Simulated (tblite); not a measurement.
A geometry optimisation, step by step.

Compound: C₆H₁₀FGaO.
Atom-mapped SMILES: `[CH2:1]=[C:2]([CH2:3][CH3:4])[O:5]/[C:6]([F:7])=[CH:8]\[GaH2:9]` (hydrogens: H10, H11 on C1; H12, H13 on C3; H14, H15, H16 on C4; H17 on C8; H18, H19 on Ga9)

Computed with GFN2-xTB (tblite), gas phase: L-BFGS steps from a force-field or distance-geometry start until the largest atomic force falls under 0.01 eV/Å. 6 of its 154 geometries are shown.

Step 0: E = -757.4862 eV, largest atomic force 3.435 eV/Å
```
atom  x, y, z in Å  |  force x, y, z in eV/Å
C1     -0.860   -1.588    0.498   -0.417   0.494   0.000
C2     -0.836   -0.503   -0.281    0.553  -1.542   0.683
C3     -1.825    0.569   -0.233   -2.337   1.047  -0.422
C4     -1.254    1.934    0.108    0.016   0.068   1.275
O5      0.222   -0.360   -1.180    0.842  -0.769  -0.231
C6      1.267   -1.266   -1.018    1.077   0.338   0.588
F7      1.319   -2.445   -1.700   -1.147   0.478  -0.285
C8      2.289   -1.034   -0.183   -0.502  -1.134  -1.988
Ga9     2.244    0.564    0.750   -0.520   2.448   2.353
H10    -1.633   -1.789    1.229    0.218   0.137  -0.289
H11    -0.077   -2.303    0.373   -0.014  -0.487   0.273
H12    -2.625    0.368    0.527    0.748  -0.335  -0.473
H13    -2.393    0.676   -1.192    0.557  -0.291   0.316
H14    -0.507    2.188   -0.649   -0.078   0.320   0.429
H15    -2.062    2.699    0.210    0.740  -0.575  -0.423
H16    -0.824    1.811    1.147    0.112   0.434  -1.055
H17     3.095   -1.744   -0.056   -0.072  -0.316  -0.269
H18     1.884    2.185    0.731    0.252  -0.785  -0.224
H19     2.565    0.047    2.300   -0.028   0.469  -0.256
```

Step 31: E = -758.6302 eV, largest atomic force 0.393 eV/Å
```
atom  x, y, z in Å  |  force x, y, z in eV/Å
C1     -0.940   -1.657    0.690   -0.051  -0.097   0.021
C2     -0.789   -0.556   -0.022    0.161   0.144   0.036
C3     -1.791    0.531   -0.256   -0.196   0.087   0.065
C4     -1.213    1.888    0.158    0.036  -0.002   0.036
O5      0.457   -0.168   -0.523    0.286  -0.203  -0.166
C6      1.387   -1.130   -0.881    0.011  -0.051  -0.135
F7      0.938   -1.886   -1.911   -0.018  -0.043   0.201
C8      2.578   -1.141   -0.303   -0.043  -0.002  -0.271
Ga9     2.054    0.475    0.790    0.205  -0.102   0.079
H10    -1.880   -1.932    1.122   -0.169   0.030  -0.035
H11    -0.123   -2.335    0.872    0.085  -0.033  -0.081
H12    -2.667    0.296    0.339   -0.224   0.023   0.079
H13    -2.094    0.578   -1.306    0.103  -0.108  -0.002
H14    -0.435    2.198   -0.542   -0.040   0.007   0.054
H15    -1.986    2.660    0.169    0.080  -0.190   0.026
H16    -0.767    1.805    1.157   -0.055   0.087  -0.065
H17     3.343   -1.818   -0.681   -0.219   0.154   0.152
H18     2.026    1.874    0.187    0.203   0.329  -0.069
H19     1.892    0.329    2.324   -0.156  -0.030   0.076
```

Step 61: E = -758.7914 eV, largest atomic force 0.054 eV/Å
```
atom  x, y, z in Å  |  force x, y, z in eV/Å
C1     -0.961   -1.700    0.623   -0.002   0.015  -0.026
C2     -0.769   -0.559   -0.017   -0.004   0.022   0.012
C3     -1.784    0.532   -0.206    0.013   0.007   0.008
C4     -1.234    1.897    0.216    0.010  -0.012   0.021
O5      0.465   -0.201   -0.576   -0.007   0.028   0.039
C6      1.391   -1.188   -0.839   -0.018   0.011   0.017
F7      0.892   -2.147   -1.644    0.004  -0.042  -0.029
C8      2.624   -1.051   -0.385    0.018   0.027   0.033
Ga9     2.129    0.586    0.680   -0.012  -0.018  -0.003
H10    -1.921   -1.943    1.040    0.003   0.016  -0.008
H11    -0.180   -2.433    0.741   -0.013   0.007  -0.012
H12    -2.670    0.291    0.382    0.018  -0.028  -0.019
H13    -2.071    0.571   -1.261    0.004   0.000   0.013
H14    -0.439    2.226   -0.455   -0.006  -0.028   0.005
H15    -2.030    2.637    0.196    0.025  -0.002  -0.017
H16    -0.830    1.848    1.229    0.009  -0.028   0.018
H17     3.384   -1.763   -0.672   -0.023  -0.020   0.005
H18     2.472    2.027    0.226   -0.024   0.040  -0.028
H19     1.522    0.379    2.103    0.005   0.006  -0.030
```

Step 92: E = -758.8133 eV, largest atomic force 0.050 eV/Å
```
atom  x, y, z in Å  |  force x, y, z in eV/Å
C1     -1.032   -1.750    0.532   -0.007   0.011   0.040
C2     -0.790   -0.593   -0.059   -0.006   0.005   0.013
C3     -1.755    0.550   -0.193   -0.006  -0.002  -0.009
C4     -1.161    1.852    0.348   -0.022   0.007  -0.017
O5      0.447   -0.263   -0.620    0.022   0.021   0.001
C6      1.409   -1.237   -0.788    0.007  -0.017   0.005
F7      0.968   -2.283   -1.517   -0.001   0.024  -0.004
C8      2.629   -1.014   -0.331   -0.007  -0.021  -0.033
Ga9     2.063    0.706    0.548    0.008   0.020   0.007
H10    -1.997   -1.960    0.951   -0.017   0.009  -0.008
H11    -0.286   -2.521    0.625   -0.012  -0.014  -0.016
H12    -2.670    0.300    0.345    0.009  -0.005   0.002
H13    -2.004    0.682   -1.250    0.013   0.001   0.005
H14    -0.281    2.142   -0.233    0.022  -0.002   0.029
H15    -1.888    2.656    0.273   -0.050  -0.003   0.002
H16    -0.873    1.742    1.395    0.002  -0.037  -0.020
H17     3.410   -1.727   -0.550    0.001   0.005   0.027
H18     2.320    2.100   -0.088    0.016  -0.013   0.002
H19     1.484    0.627    1.993    0.030   0.011  -0.027
```

Step 122: E = -758.8373 eV, largest atomic force 0.043 eV/Å
```
atom  x, y, z in Å  |  force x, y, z in eV/Å
C1     -1.148   -1.771    0.447    0.014   0.006   0.009
C2     -0.809   -0.609   -0.086    0.002   0.000   0.015
C3     -1.723    0.571   -0.243   -0.005  -0.004  -0.001
C4     -1.215    1.774    0.551   -0.001  -0.002   0.001
O5      0.475   -0.300   -0.537   -0.007   0.005   0.014
C6      1.437   -1.281   -0.678    0.004   0.004   0.004
F7      0.988   -2.373   -1.326    0.000  -0.021  -0.005
C8      2.667   -1.020   -0.273   -0.002   0.006   0.000
Ga9     2.166    0.825    0.353   -0.019  -0.003   0.007
H10    -2.157   -1.946    0.769   -0.003   0.014   0.003
H11    -0.456   -2.584    0.578    0.003  -0.011  -0.002
H12    -2.717    0.288    0.106    0.009   0.011  -0.041
H13    -1.783    0.839   -1.301   -0.011  -0.013  -0.005
H14    -0.242    2.106    0.173    0.021   0.011  -0.001
H15    -1.915    2.602    0.465   -0.004  -0.006   0.004
H16    -1.108    1.511    1.603   -0.006   0.008   0.019
H17     3.448   -1.744   -0.453    0.002  -0.004  -0.016
H18     2.328    2.042   -0.600   -0.005   0.012   0.003
H19     1.753    1.079    1.831    0.006  -0.012  -0.008
```

Step 153: E = -758.8417 eV, largest atomic force 0.008 eV/Å
```
atom  x, y, z in Å  |  force x, y, z in eV/Å
C1     -1.161   -1.749    0.487    0.001  -0.001   0.003
C2     -0.804   -0.607   -0.075    0.004  -0.002   0.001
C3     -1.700    0.580   -0.281    0.002  -0.002  -0.002
C4     -1.247    1.760    0.581    0.000   0.001   0.001
O5      0.488   -0.316   -0.512    0.000   0.003  -0.002
C6      1.446   -1.298   -0.669   -0.004   0.003  -0.001
F7      0.976   -2.412   -1.261    0.000  -0.001  -0.004
C8      2.692   -1.009   -0.338    0.001   0.000   0.001
Ga9     2.183    0.824    0.317    0.003   0.000  -0.005
H10    -2.178   -1.902    0.797    0.002  -0.001   0.002
H11    -0.480   -2.564    0.652    0.001   0.002  -0.001
H12    -2.721    0.300   -0.026   -0.002   0.002   0.003
H13    -1.669    0.870   -1.335    0.000   0.000  -0.003
H14    -0.244    2.092    0.287   -0.001  -0.002   0.003
H15    -1.933    2.595    0.460    0.004   0.001   0.001
H16    -1.224    1.473    1.631   -0.007   0.001  -0.002
H17     3.472   -1.728   -0.540    0.002  -0.005   0.000
H18     2.281    2.069   -0.609    0.001   0.000  -0.002
H19     1.813    1.031    1.812   -0.005   0.002   0.006
```

Q: Summarise the path.

A: The energy falls by 1.3555 eV from step 0 to step 153; nine tenths of that is first reached at step 37. It falls at every step. The largest force goes from 3.435 to 0.008 eV/Å. Among the bonds C8–Ga9 changes most, from 1.851 to 2.012 Å; the atoms move by 0.696 Å rms after alignment.

What follows is the cost of the whole relaxation. Hardware: one thread of an Arm Neoverse N1, shared host with 64 logical CPUs at a one-minute load of 56. Cost: 2.0 s wall.
